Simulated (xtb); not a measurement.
C4H10N (SMILES [CH2]C(C)(C)N), doublet, at a GFN2-xTB geometry; GFN1-xTB in xtb.

Input for xtb:
```
$ xtb mol.xyz --gfn 1 --chrg 0 --uhf 1 --json

# file mol.xyz
15

C      0.67820005    -0.41699441     1.29444918
C      0.02857092    -0.02960167     0.02237235
C     -0.90329571    -1.12664449    -0.49435635
C      1.05588681     0.34741539    -1.04597549
N     -0.80498467     1.17133937     0.27104294
H      0.13254030    -0.98583015     2.02430752
H      1.56583299     0.09255802     1.62075569
H     -1.63236915    -1.39634447     0.26643342
H     -1.43433206    -0.77216324    -1.37336694
H     -0.33024515    -2.01216935    -0.75474050
H      0.54531946     0.71729722    -1.93074925
H      1.72006284     1.12597566    -0.67746316
H      1.65311761    -0.51991661    -1.31316773
H     -1.51135369     0.97099308     0.97128310
H     -0.22985286     1.93517531     0.61046915
```

Output, abridged:

```
   ID    Z sym.   atoms
    1    6 C      1-4
    2    7 N      5
    3    1 H      6-15

           -------------------------------------------------
          |                Calculation Setup                |
           -------------------------------------------------

           -------------------------------------------------
          |                 G F N 1 - x T B                 |
           -------------------------------------------------

          ...................................................
          :                      SETUP                      :
          :.................................................:
          :  # basis functions                  40          :
          :  # atomic orbitals                  40          :
          :  # shells                           30          :
          :  # electrons                        31          :
          :  # halogen bonds                     0          :
          :  max. iterations                   250          :
          :  Hamiltonian                  GFN1-xTB          :
          :  restarted?                      false          :
          :  GBSA solvation                  false          :
          :  PC potential                    false          :
          :  electronic temp.          300.0000000     K    :
          :  accuracy                    1.0000000          :
          :  -> integral cutoff          0.2500000E+02      :
          :  -> integral neglect         0.1000000E-07      :
          :  -> SCF convergence          0.1000000E-05 Eh   :
          :  -> wf. convergence          0.2000000E-04 e    :
          :  Broyden damping             0.4000000          :
          :  net charge                          0          :
          :  unpaired electrons                  1          :
          ...................................................

 iter      E             dE          RMSdq      gap      omega  full diag
   1    -17.1778490 -0.171778E+02  0.760E+00    5.42       0.0  T
   2    -17.2064397 -0.285907E-01  0.460E+00    5.77       1.0  T
   3    -17.2066825 -0.242824E-03  0.597E-01    6.29       1.0  T
   4    -17.2077984 -0.111588E-02  0.153E-01    6.17       1.0  T
   5    -17.2078773 -0.789511E-04  0.101E-02    6.11       2.6  T
   6    -17.2078783 -0.932798E-06  0.197E-03    6.10      13.1  T
   7    -17.2078783 -0.260082E-07  0.512E-04    6.10      50.5  T
   8    -17.2078783 -0.641556E-09  0.675E-05    6.10     382.6  T
   9    -17.2078783 -0.619522E-10  0.240E-05    6.10    1075.4  T

   *** convergence criteria satisfied after 9 iterations ***

         :::::::::::::::::::::::::::::::::::::::::::::::::::::
         ::                     SUMMARY                     ::
         :::::::::::::::::::::::::::::::::::::::::::::::::::::
         :: total energy             -16.987427335412 Eh    ::
         :: gradient norm              0.008538348986 Eh/a0 ::
         :: HOMO-LUMO gap              6.101230554833 eV    ::
         ::.................................................::
         :: SCC energy               -17.207878277449 Eh    ::
         :: -> electrostatic           0.017315087560 Eh    ::
         :: repulsion energy           0.225648997787 Eh    ::
         :: dispersion energy         -0.005198055750 Eh    ::
         :: halogen bond corr.         0.000000000000 Eh    ::
         :: add. restraining           0.000000000000 Eh    ::
         :: total charge               0.000000000000 e     ::
         :::::::::::::::::::::::::::::::::::::::::::::::::::::

           -------------------------------------------------
          |                Property Printout                |
           -------------------------------------------------

    * Orbital Energies and Occupations

         #    Occupation            Energy/Eh            Energy/eV
      -------------------------------------------------------------
         1        2.0000           -0.7531103             -20.4932
[...]
        15        2.0000           -0.4151746             -11.2975
        16        1.0000           -0.3454093              -9.3991 (HOMO)
        17                         -0.1211932              -3.2978 (LUMO)
        18                         -0.1186821              -3.2295
        19                         -0.1073642              -2.9215
        20                         -0.0938744              -2.5545
        21                         -0.0685279              -1.8647
        22                         -0.0679449              -1.8489
        23                         -0.0574499              -1.5633
        24                         -0.0494186              -1.3447
        25                         -0.0285133              -0.7759
        26                         -0.0270389              -0.7358
        27                          0.0642328               1.7479
       ...                                ...                  ...
        40                          0.5329835              14.5032
      -------------------------------------------------------------
                  HL-Gap            0.2242161 Eh            6.1012 eV
             Fermi-level           -0.3067966 Eh           -8.3484 eV

  Mulliken/CM5 charges         n(s)   n(p)   n(d)
     1C    -0.14399 -0.24361   1.081  3.063  0.000
     2C     0.16944  0.18730   1.056  2.775  0.000
     3C    -0.10080 -0.24404   1.014  3.087  0.000
     4C    -0.10080 -0.24404   1.014  3.087  0.000
     5N    -0.46869 -0.91647   1.477  3.992  0.000
     6H     0.03100  0.08612   0.969  0.000  0.000
     7H     0.03100  0.08612   0.969  0.000  0.000
     8H     0.03057  0.08579   0.969  0.000  0.000
     9H     0.03507  0.09104   0.965  0.000  0.000
    10H     0.02863  0.08225   0.971  0.000  0.000
    11H     0.03507  0.09104   0.965  0.000  0.000
    12H     0.03057  0.08579   0.969  0.000  0.000
    13H     0.02863  0.08225   0.971  0.000  0.000
    14H     0.19714  0.38523   0.803  0.000  0.000
    15H     0.19714  0.38523   0.803  0.000  0.000

Wiberg/Mayer (AO) data.
largest (>0.10) Wiberg bond orders for each atom

 ---------------------------------------------------------------------------
     #   Z sym  total        # sym  WBO       # sym  WBO       # sym  WBO
 ---------------------------------------------------------------------------
     1   6 C    3.250 --     2 C    1.056     7 H    0.986     6 H    0.986
                             5 N    0.160
     2   6 C    3.961 --     1 C    1.056     4 C    0.994     3 C    0.994
                             5 N    0.920
     3   6 C    3.997 --     2 C    0.994    10 H    0.987     9 H    0.986
                             8 H    0.985
     4   6 C    3.997 --     2 C    0.994    13 H    0.987    11 H    0.986
                            12 H    0.985
     5   7 N    3.026 --    14 H    0.951    15 H    0.951     2 C    0.920
                             1 C    0.160
     6   1 H    1.004 --     1 C    0.986
     7   1 H    1.004 --     1 C    0.986
     8   1 H    1.004 --     3 C    0.985
     9   1 H    1.007 --     3 C    0.986
    10   1 H    1.007 --     3 C    0.987
    11   1 H    1.007 --     4 C    0.986
    12   1 H    1.004 --     4 C    0.985
    13   1 H    1.007 --     4 C    0.987
    14   1 H    0.974 --     5 N    0.951
    15   1 H    0.974 --     5 N    0.951
 ---------------------------------------------------------------------------

Topologies differ in total number of bonds
Writing topology from bond orders to xtbtopo.mol

 dipole moment from electron density (au)
     X       Y       Z
   0.0300   0.1667   0.5521  total (Debye):    1.468

           -------------------------------------------------
          | TOTAL ENERGY              -16.987427335412 Eh   |
          | GRADIENT NORM               0.008538348986 Eh/α |
          | HOMO-LUMO GAP               6.101230554833 eV   |
           -------------------------------------------------

normal termination of xtb
```
